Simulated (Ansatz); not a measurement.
```yaml
crystal:
  periodic: [false, false, false]
  atoms:
    - {symbol: C, position_ang: [-2.256783, -1.228069, -0.696155]}
    - {symbol: N, position_ang: [-1.210990, -0.769340, 0.292023]}
    - {symbol: C, position_ang: [0.278514, -1.595883, -0.409872]}
    - {symbol: C, position_ang: [-1.394827, -1.074920, 1.691603]}
    - {symbol: C, position_ang: [-0.913360, 0.792678, 0.160313]}
    - {symbol: H, position_ang: [-2.525691, -2.387136, -0.828381]}
    - {symbol: H, position_ang: [-3.067549, -1.012272, 0.118889]}
    - {symbol: H, position_ang: [-2.298459, -0.890853, -1.794870]}
    - {symbol: H, position_ang: [0.340957, -1.215384, -1.299562]}
    - {symbol: H, position_ang: [1.339075, -1.295440, 0.386997]}
    - {symbol: H, position_ang: [0.003352, -3.005634, -0.345510]}
    - {symbol: H, position_ang: [-2.111795, -0.836711, 2.103240]}
    - {symbol: H, position_ang: [-1.712375, -2.612341, 1.816415]}
    - {symbol: H, position_ang: [-0.497493, -0.992120, 2.133954]}
    - {symbol: H, position_ang: [-1.766305, 1.193618, 0.769491]}
    - {symbol: H, position_ang: [-0.384360, 1.007806, -0.585216]}
    - {symbol: H, position_ang: [0.660203, 0.770626, 0.842235]}
    - {symbol: O, position_ang: [1.529400, 0.760687, -1.819390]}
    - {symbol: S, position_ang: [2.563059, 1.083984, -0.513182]}
    - {symbol: O, position_ang: [3.791462, 0.825852, -1.119689]}
    - {symbol: O, position_ang: [2.073072, 0.380434, 0.580438]}
    - {symbol: C, position_ang: [2.239046, 2.939485, -0.452764]}
    - {symbol: F, position_ang: [3.076528, 3.391827, 0.312217]}
    - {symbol: F, position_ang: [0.891071, 3.327111, 0.132981]}
    - {symbol: F, position_ang: [2.568048, 3.349666, -1.535278]}
basis:
  gaussian: {orbitals: def2-mTZVP, point_charges: [{charge: 1.00, position_ang: [7.646, -0.242, 0.733]}]}
hamiltonian: {xc: {name: r2SCAN}}
correlation: {method: rpa}
scf: {lower_state_search: off}
```

```sh
$ ansatz run in.yaml --threads 4 --pin off --events-out ev --progress --plain --max-ram 6963MiB
```

Shortened log:

```
Functional definition: r2SCAN
2731 factors; integrals over basis functions are off by at most 1.1e-3 eV
mean field evaluation 1: about -31949.3777 eV, gradient 1.2e2 eV
mean field evaluation 2: about -31949.3670 eV, gradient 1.2e2 eV
mean field evaluation 4: about -31951.4170 eV, gradient 1.2e2 eV
mean field evaluation 8: about -31978.4249 eV, gradient 3.5e0 eV
mean field evaluation 16: about -31978.4455 eV, gradient 2.4e-2 eV
mean field -31978.44552915 eV, -1175.1861974274 hartree, gradient 5.0e-6 eV, S^2 0.000000; 0 other end points of the search recorded, 0 dependent functions left out
17 core orbitals not correlated: weight in the atoms' cores, before any rotation towards them, 1.000 or more for the frozen orbitals, at most 0.000 for the correlated occupied ones
reference -31854.74495478 eV, -1170.6402851664 hartree; 41, 41 occupied and 243, 243 virtual orbitals, 2731 factors
Total energy: -31944.53725497 eV, -1173.9400913353 hartree
Checks for a lower state left out: stability, starts, cluster_reference, orbital_swaps, neighbouring_geometries, increment
```

Run time 29 s (4 threads of Arm Neoverse V2 on a shared host), peak host memory 1.4 GiB.

Correlated methods freeze 17 core orbitals.
